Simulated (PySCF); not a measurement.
Q: Write Cartesian coordinates for GeBr2Cl2 (`[Cl][Ge]([Cl])([Br])[Br]`) as optimised with PBE0-D3(BJ)/def2-SVP.

A: 
```xyz
5
Br2Cl2Ge angstrom
Ge    -0.0052   -0.0198   -0.0201
Br    -0.0723   -0.0647    2.2550
Br     2.1488   -0.0318   -0.7472
Cl    -0.9815    1.7322   -0.7449
Cl    -1.0150   -1.7264   -0.8050
```

Orientation and origin are arbitrary. Atoms count from 1 in this order. Ge1 (germanium bonded to 2 Br and 2 Cl) is tetrahedral (angles from 108.4° to 110.3°).

Bonds between heavy atoms (Å): Ge1–Br2 2.277, Ge1–Br3 2.273, Ge1–Cl4 2.133, Ge1–Cl5 2.133.

Level of theory: PBE0-D3(BJ)/def2-SVP geometry optimisation, gas phase (PySCF 2.14.0).

Point group: C2v (every atom within 0.08 Å of its image). No frequency check.

Time: 2.2 min wall; peak memory 0.63 GiB. Hardware: Arm Neoverse N1, one thread, no GPU, shared host with 64 logical CPUs at a one-minute load of 61. These figures are those of the optimisation.
